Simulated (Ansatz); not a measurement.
Born–Oppenheimer molecular dynamics of AlH7OSSi (11 atoms, charge 0, multiplicity 1). It starts at the highest image of a converged band, a first-order saddle point between two minima.

Level of theory: Ansatz, RKS PBE-D4/def2-SVP.

```json
{
 "ensemble": "NVE (velocity Verlet)",
 "time step": "0.5 fs",
 "steps asked": "200",
 "starting velocities drawn for": "300 K",
 "seed": "8819"
}
```

First frame:

```xyz
11
Properties=species:S:1:pos:R:3
Al -0.092 -0.663 -1.480
S 2.211 0.145 -1.290
H -0.121 -2.251 -1.312
H -0.834 0.150 -2.634
H 1.147 0.444 -0.155
O -0.130 0.223 0.162
Si -1.020 0.644 1.538
H 2.656 -0.986 -0.672
H -0.056 0.814 2.678
H -1.762 1.932 1.314
H -1.999 -0.453 1.851
```

**Question.** How far do the bonds stretch over the last three quarters of this one trajectory? (Pairs bonded in most of those frames.)

**Answer.** 
```json
{"bond": "Al1–S2", "mean (Å)": "2.285", "spread (Å)": "0.064", "shortest": "2.20", "longest": "2.41"}
{"bond": "Al1–H3", "mean (Å)": "1.606", "spread (Å)": "0.049", "shortest": "1.53", "longest": "1.68"}
{"bond": "Al1–H4", "mean (Å)": "1.602", "spread (Å)": "0.010", "shortest": "1.59", "longest": "1.62"}
{"bond": "Al1–O6", "mean (Å)": "2.121", "spread (Å)": "0.085", "shortest": "1.89", "longest": "2.21"}
{"bond": "S2–H8", "mean (Å)": "1.364", "spread (Å)": "0.016", "shortest": "1.34", "longest": "1.39"}
{"bond": "H5–O6", "mean (Å)": "1.011", "spread (Å)": "0.043", "shortest": "0.94", "longest": "1.09"}
{"bond": "O6–Si7", "mean (Å)": "1.729", "spread (Å)": "0.029", "shortest": "1.69", "longest": "1.78"}
{"bond": "Si7–H9", "mean (Å)": "1.506", "spread (Å)": "0.043", "shortest": "1.44", "longest": "1.57"}
{"bond": "Si7–H10", "mean (Å)": "1.499", "spread (Å)": "0.006", "shortest": "1.49", "longest": "1.51"}
{"bond": "Si7–H11", "mean (Å)": "1.499", "spread (Å)": "0.022", "shortest": "1.47", "longest": "1.53"}
```

Mean temperature of the second half: 234 K. The conserved energy stayed within 0.14 meV per atom of its start (net change 0.039 meV per atom), so the integration is sound. A run of 0.1 ps of so small a system gives no equilibrium averages. The orbitals stay closed-shell, which can raise the energy where a bond breaks towards radicals; this wasn't checked here.

Time of the run: 3.4 min on 2 threads of Intel(R) Xeon(R) 6975P-C (Granite Rapids), with other jobs on the host, peak memory 0.17 GiB.
